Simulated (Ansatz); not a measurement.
`[OH][Sn]([F])([F])[F]`, charge 0, multiplicity 1.

Q: Give a relaxed structure at PBE0-D4/def2-TZVP (Ansatz). (Estimate.)

A: The calculation gave: 
Z-matrix (Å, degrees):
```
Sn
F 1 1.890
F 1 1.881 2 108.9
O 1 1.918 2 110.6 3 -122.1
F 1 1.884 2 107.7 3 114.7
H 4 0.963 1 112.6 2 -12.7
```
